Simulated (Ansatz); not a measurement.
Species: N-dichloroboranylpropan-2-amine, C₃H₈BCl₂N, charge 0, multiplicity 1. SMILES: CC(C)NB(Cl)Cl
Coordinates optimised at B3LYP-D3(BJ)/def2-TZVP (Ansatz, an electronic-structure program):
```
C
H 1 1.0924
N 1 1.4766 2 104.97
H 3 1.0079 1 113.49 2 0.00
B 3 1.3844 4 115.15 1 -180.00
C 1 1.5274 2 107.60 3 119.32
H 6 1.0893 1 111.10 2 178.92
H 6 1.0906 7 108.37 1 -121.84
H 6 1.0914 7 108.19 8 -117.33
C 1 1.5274 2 107.60 3 -119.32
H 10 1.0893 1 111.10 2 -178.92
H 10 1.0906 11 108.37 1 121.84
H 10 1.0914 11 108.19 12 117.33
Cl 5 1.7731 3 123.60 4 -180.00
Cl 5 1.7807 3 118.73 4 0.00
```

Quantity: vertical triplet-singlet gap (E(triplet) - E(singlet); each state is the SCF solution reached for its spin), in kJ/mol. Correlated levels leave the core frozen unless marked. UHF or UKS for open shells. No spin-orbit coupling. No relativistic terms. Basis-set limits of correlation are two-point, X^-3; Hartree-Fock from the larger set.

```csv
level,program,vertical triplet-singlet gap (kJ/mol)
HF/aug-cc-pV(T+d)Z,Ansatz,528.1
SVWN5/def2-TZVPD,Ansatz,540.7
wB97M-V/def2-TZVPD,Ansatz,590.5
wB97X-V/def2-TZVPD,Ansatz,588.1
"RI-MP2/CBS(aug-cc-pV(T+d)Z,aug-cc-pV(Q+d)Z)",Ansatz,631.4
CCSD(T)/aug-cc-pV(D+d)Z,Ansatz,595.1
```
